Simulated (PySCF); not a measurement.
C2H8N (SMILES C[NH2+]C), charge +1, singlet, geometry from GFN2-xTB; DF-HF/STO-3G (PySCF).

Input for PySCF:
```python
from pyscf import gto, scf

mol = gto.M(
    atom='''
C    -0.023338   -0.271784    1.230585
N     0.034590    0.545347    0.000809
C    -0.010957   -0.268915   -1.231388
H     0.819179   -0.960237    1.258291
H     0.012591    0.363547    2.113141
H    -0.946327   -0.848242    1.249543
H     0.899931    1.100480    0.005808
H     0.831804   -0.957312   -1.252223
H     0.033839    0.368471   -2.112054
H    -0.933702   -0.845316   -1.260971
H    -0.753675    1.205377   -0.002386
''',
    basis='sto-3g',
    charge=1,
    spin=0,
    verbose=4,
)

mf = scf.RHF(mol)
mf = mf.density_fit(auxbasis='def2-universal-jkfit')
mf.kernel()
```

Output, abridged:

```
PySCF version 2.14.0

[INPUT] verbose = 4
[INPUT] num. atoms = 11
[INPUT] num. electrons = 26
[INPUT] charge = 1
[INPUT] spin (= nelec alpha-beta = 2S) = 0
[INPUT] symmetry False subgroup None
[INPUT] Mole.unit = angstrom
[INPUT] Symbol           X                Y                Z      unit          X                Y                Z       unit  Magmom
[INPUT]  1 C     -0.023338000000  -0.271784000000   1.230585000000 AA   -0.044102428295  -0.513597325039   2.325468622998 Bohr   0.0
[INPUT]  2 N      0.034590000000   0.545347000000   0.000809000000 AA    0.065365626649   1.030556472853   0.001528788435 Bohr   0.0
[INPUT]  3 C     -0.010957000000  -0.268915000000  -1.231388000000 AA   -0.020705729147  -0.508175700787  -2.326986073076 Bohr   0.0
[INPUT]  4 H      0.819179000000  -0.960237000000   1.258291000000 AA    1.548023956995  -1.814584944674   2.377825375005 Bohr   0.0
[INPUT]  5 H      0.012591000000   0.363547000000   2.113141000000 AA    0.023793541634   0.687004263407   3.993257752590 Bohr   0.0
[INPUT]  6 H     -0.946327000000  -0.848242000000   1.249543000000 AA   -1.788298854281  -1.602945067353   2.361294050867 Bohr   0.0
[INPUT]  7 H      0.899931000000   1.100480000000   0.005808000000 AA    1.700623121006   2.079605805561   0.010975529331 Bohr   0.0
[INPUT]  8 H      0.831804000000  -0.957312000000  -1.252223000000 AA    1.571881749318  -1.809057495760  -2.366358516881 Bohr   0.0
[INPUT]  9 H      0.033839000000   0.368471000000  -2.112054000000 AA    0.063946442329   0.696309274845  -3.991203620292 Bohr   0.0
[INPUT] 10 H     -0.933702000000  -0.845316000000  -1.260971000000 AA   -1.764441061959  -1.597415728713  -2.382889841019 Bohr   0.0
[INPUT] 11 H     -0.753675000000   1.205377000000  -0.002386000000 AA   -1.424239336932   2.277832406850  -0.004508886533 Bohr   0.0

nuclear repulsion = 91.8043837897662
number of shells = 17
number of NR pGTOs = 69
number of NR cGTOs = 23
basis = sto-3g
ecp = {}

******** <class 'pyscf.df.df_jk.DFRHF'> ********
method = DFRHF
initial guess = minao
damping factor = 0
level_shift factor = 0
DIIS = <class 'pyscf.scf.diis.CDIIS'>
diis_start_cycle = 1
diis_space = 8
diis_damp = 0
SCF conv_tol = 1e-09
SCF conv_tol_grad = None
SCF max_cycles = 50
direct_scf = False
Set gradient conv threshold to 3.16228e-05
Initial guess from minao.
******** <class 'pyscf.df.df.DF'> ********
auxbasis = def2-universal-jkfit
init E= -133.631750954934
  HOMO = -0.37350173779418  LUMO = 0.419809241525615  gap/eV = 21.58709
cycle= 1 E= -133.007035174132  delta_E= 0.625  |g|= 0.328  |ddm|= 3.55
  HOMO = -0.766034616121996  LUMO = 0.205845311628505  gap/eV = 26.44620
cycle= 2 E= -133.042956978229  delta_E= -0.0359  |g|= 0.0922  |ddm|= 0.531
  HOMO = -0.741037920949382  LUMO = 0.276209377220527  gap/eV = 27.68071
cycle= 3 E= -133.04551888728  delta_E= -0.00256  |g|= 0.0189  |ddm|= 0.124
  HOMO = -0.742198056166504  LUMO = 0.277226290635839  gap/eV = 27.73995
cycle= 4 E= -133.045677182082  delta_E= -0.000158  |g|= 0.00252  |ddm|= 0.0362
  HOMO = -0.743339396799337  LUMO = 0.276908107413525  gap/eV = 27.76235
cycle= 5 E= -133.045679543386  delta_E= -2.36e-06  |g|= 0.000419  |ddm|= 0.00364
  HOMO = -0.743329265675845  LUMO = 0.276999564514684  gap/eV = 27.76456
cycle= 6 E= -133.045679632011  delta_E= -8.86e-08  |g|= 5.65e-05  |ddm|= 0.000756
  HOMO = -0.743340891087493  LUMO = 0.277012341081874  gap/eV = 27.76523
cycle= 7 E= -133.045679633704  delta_E= -1.69e-09  |g|= 6.85e-06  |ddm|= 0.000114
  HOMO = -0.743341234015422  LUMO = 0.277012622335567  gap/eV = 27.76524
cycle= 8 E= -133.045679633733  delta_E= -2.81e-11  |g|= 8.07e-07  |ddm|= 1.59e-05
  HOMO = -0.743341331149896  LUMO = 0.277012619808804  gap/eV = 27.76525
Extra cycle  E= -133.045679633733  delta_E= -2.27e-13  |g|= 2.79e-07  |ddm|= 1.28e-06
converged SCF energy = -133.045679633733
```
